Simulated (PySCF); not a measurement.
MoO2Cl2, SMILES [Cl][Mo]([Cl])(=[O])=[O], multiplicity 1.

The structure is a stationary point at PBE-D3(BJ)/def2-SVP. The multiplicity is an assumed one; no other spin state was optimised. The isomer is the one that the SMILES or the coordinates give; other isomers of the formula were not compared. The def2 effective core potentials stand for the cores of Mo; spin–orbit coupling is left out.

All values below come from TDA-M06-2X/def2-SVPD in PySCF.

Vertical excitations.  State labels are in the subgroup C2v.

Computed UV-visible absorptions:
| state | symmetry | energy (eV) | λ (nm) | f | main pairs |
|---|---|---|---|---|---|
| S1 | B1 | 4.41 | 281 | 0.000 | HOMO−2→LUMO+1 51 %, HOMO−4→LUMO+1 34 % |
| S2 | B2 | 4.50 | 276 | 0.003 | HOMO−2→LUMO 62 %, HOMO−4→LUMO 29 % |
| S3 | A2 | 4.65 | 267 | 0.000 | HOMO−1→LUMO 92 % |
| S4 | B1 | 4.86 | 255 | 0.036 | HOMO→LUMO 56 %, HOMO−5→LUMO 29 %, HOMO−4→LUMO+1 9 % |
| S5 | A2 | 5.07 | 245 | 0.000 | HOMO−2→LUMO+2 52 %, HOMO−4→LUMO+2 22 %, HOMO−3→LUMO+1 13 % |
| S6 | B2 | 5.12 | 242 | 0.000 | HOMO−4→LUMO 67 %, HOMO−2→LUMO 30 % |
| S7 | A1 | 5.13 | 242 | 0.001 | HOMO−3→LUMO 65 %, HOMO−1→LUMO+1 17 % |
| S8 | A2 | 5.43 | 228 | 0.000 | HOMO−3→LUMO+1 53 %, HOMO−4→LUMO+2 15 %, HOMO−7→LUMO+1 10 %, HOMO−6→LUMO+1 10 % |
| S9 | B1 | 5.58 | 222 | 0.020 | HOMO−5→LUMO 51 %, HOMO→LUMO 18 %, HOMO−4→LUMO+1 11 % |
| S10 | B2 | 5.61 | 221 | 0.004 | HOMO→LUMO+1 77 % |
| T1 | B2 | 3.97 | 312 | 0 | HOMO−2→LUMO 58 %, HOMO−4→LUMO 26 % |
| T2 | B1 | 4.11 | 302 | 0 | HOMO−2→LUMO+1 53 %, HOMO−4→LUMO+1 39 % |
| T3 | B1 | 4.39 | 282 | 0 | HOMO→LUMO 88 % |
| T4 | A1 | 4.43 | 280 | 0 | HOMO−1→LUMO+1 27 %, HOMO−3→LUMO 26 %, HOMO−8→LUMO+1 14 %, HOMO−5→LUMO+2 10 % |
Triplets are in the Tamm–Dancoff approximation.
